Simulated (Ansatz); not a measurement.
`[NH2][Sn][SH]` + H–F → `[F][Sn][SH]` + NH₃ at 400 K and 1 bar (ligand exchange at the Sn–N bond).

Gas-phase electronic energies from Ansatz, PBE0-D4/def2-TZVP geometries. CCSD(T)/CBS is the MP2 limit (def2-TZVPP, def2-QZVPP) plus CCSD(T) − MP2 in def2-TZVPP, frozen cores. This one scheme is used for every species. def2 core potentials past Kr. For Sn outer-core shells are correlated without core-valence functions, which leaves a few kJ/mol of doubt a bond. One conformer a species, not always the lowest.

| species | CCSD(T)/CBS energy (Eh) | H − E (kJ/mol) | S (J/(mol·K)) |
| --- | --- | --- | --- |
| `[NH2][Sn][SH]` | -668.36522 | 114.8 | 345.1 |
| H–F | -100.39570 | 36.5 | 182.2 |
| `[F][Sn][SH]` | -712.27458 | 49.2 | 326.8 |
| NH₃ | -56.50880 | 104.2 | 203.1 |

H − E and S are ideal-gas, rigid-rotor, harmonic terms from PBE0-D4/def2-TZVP, for one conformer and one mirror image of each species. 1 Eh = 2625.50 kJ/mol, R = 8.31446 J/(mol·K).

Question: By hand: ΔE, ΔH, ΔS and ΔG.

Answer: ΔE = (-712.27458) + (-56.50880) − (-668.36522) − (-100.39570) = -0.02246 Eh = -59.0 kJ/mol. Δ(H − E) = 49.2 + 104.2 − 114.8 − 36.5 = 2.1, so ΔH = -56.9 kJ/mol. ΔS = 326.8 + 203.1 − 345.1 − 182.2 = 2.6 J/(mol·K). ΔG = -56.9 − 400 × (2.6)/1000 = -57.9 kJ/mol.

Question: By hand: the equilibrium constant, and the temperature at which ΔG would vanish if ΔH and ΔS stayed fixed.

Answer: log₁₀ K = −ΔG/(RT ln 10) = 7.6. ΔH and −TΔS have one sign here, so there is no such temperature.

The number of gas molecules stays the same, so ΔS is small and ΔH decides. A doubt of 5 kJ/mol in ΔE shifts log₁₀ K by 0.7 here. Other conformers and mirror images would add mixing entropy, several J/(mol·K) or more a flexible species. These are equilibria of isolated gas molecules and say nothing of rates. Largest T1 diagnostic: 0.016 (customary marks: 0.02 for closed shells, 0.045 for open ones).

ΔS is within the doubt of such terms, so its sign, and with it that verdict, could turn.
